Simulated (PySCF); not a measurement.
# LaSi: frontier orbitals

UHF at R = 2.583 Å; PySCF, spin-free X2C with a Gaussian nucleus, basis sets La x2c-TZVPall, Si x2c-TZVPall. State: quartet, about 0.0 electrons in the 4f shell (Mulliken). Only the outer orbitals are listed, counted within each symmetry.

```tsv
spin	orbital	occ.	ε (eV)	on La (%)	main shells (%)
α	14σ	1	-29.24	94	94 La p
α	7π	1	-28.63	100	100 La p
α	7π	1	-28.31	100	100 La p
α	15σ	1	-15.56	12	88 Si s
α	16σ	1	-7.57	28	69 Si p, 24 La d
α	8π	1	-7.20	29	69 Si p, 24 La d
α	8π	1	-6.29	37	61 Si p, 32 La d
α	17σ	1	-5.44	98	71 La s, 20 La d
α	9π	0	-0.05	99	77 La p, 22 La d
α	18σ	0	0.15	88	44 La p, 38 La d, 10 Si p
α	9π	0	0.17	98	77 La p, 22 La d
β	7π	1	-28.20	100	100 La p
β	14σ	1	-27.95	98	98 La p
β	7π	1	-27.81	100	100 La p
β	15σ	1	-11.83	12	87 Si s
β	8π	1	-5.60	50	47 Si p, 46 La d
β	16σ	0	-0.17	96	68 La s, 28 La p
β	9π	0	0.66	97	80 La p, 17 La d
β	8π	0	0.84	95	93 La p
```

Which are the highest filled and the lowest empty level, where do they sit, and how wide is the gap?

Highest filled α 17σ at -5.44 eV (in %: 71 La s, 20 La d); lowest empty β 16σ at -0.17 eV (in %: 68 La s, 28 La p); the gap at UHF is 5.27 eV.

* bond order (Mayer): 2.09
* ⟨S²⟩: 3.785
* charge on La (Mulliken, basis-dependent): 0.45
* charge on La (Löwdin, basis-dependent): 0.05
* dipole moment (positive dipole means La(−)Si(+)): -5.80 D
* polarisability along the bond: 282.9 bohr³
* polarisability across the bond: 314.8 bohr³

Spin–orbit coupling is left out. The state is the lowest single determinant that the PBE0 search found; with open d or f shells the true ground state can be another one.
